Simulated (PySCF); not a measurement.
Cl2H4Si2, SMILES [SiH3][SiH](Cl)Cl. Atoms are numbered in the order given.

```xyz
8

Si    -2.1079     0.1433     0.0000
Si     0.1190    -0.5606     0.0000
Cl     1.0358     0.2052    -1.6882
Cl     1.0358     0.2052     1.6882
H     -2.1126     1.6355     0.0000
H     -2.7971    -0.3695    -1.2218
H     -2.7971    -0.3695     1.2218
H      0.3330    -2.0324     0.0000
```
Charge 0, spin multiplicity 1.

Geometry optimised at PBE0-D3(BJ)/def2-SVP.

Two levels are set side by side: PBE/pcSseg-1 (PySCF) and B3LYP/pcSseg-1 (PySCF). GIAO shifts against HCl (³⁵Cl), TMS (²⁹Si), TMS (¹H) at the same level; non-relativistic, no solvent, atoms listed together averaged. Without spin–orbit terms, shifts of atoms bonded to Cl or Br come out too high at both levels. Differences are taken from unrounded values.

```tsv
quantity	B3LYP
δ(²⁹Si) of Si1 (ppm)	-95.1
δ(²⁹Si) of Si2 (ppm)	32.4
δ(³⁵Cl) of Cl3, Cl4 (ppm)	61.2
δ(¹H) of H5, H6, H7 (ppm)	3.85
δ(¹H) of H8 (ppm)	6.37
```

What does PBE give, and how far is it from B3LYP? (Estimate from the structure and the level; the computed values follow.)


```csv
quantity,PBE,PBE minus B3LYP
δ(²⁹Si) of Si1 (ppm),-100.3,-5.2
δ(²⁹Si) of Si2 (ppm),34.1,1.7
"δ(³⁵Cl) of Cl3, Cl4 (ppm)",85.5,24.3
"δ(¹H) of H5, H6, H7 (ppm)",3.97,0.13
δ(¹H) of H8 (ppm),6.76,0.39
```

Rough cost on one machine, each run with all the roots and properties that it gave: B3LYP against PBE within a factor of 2.
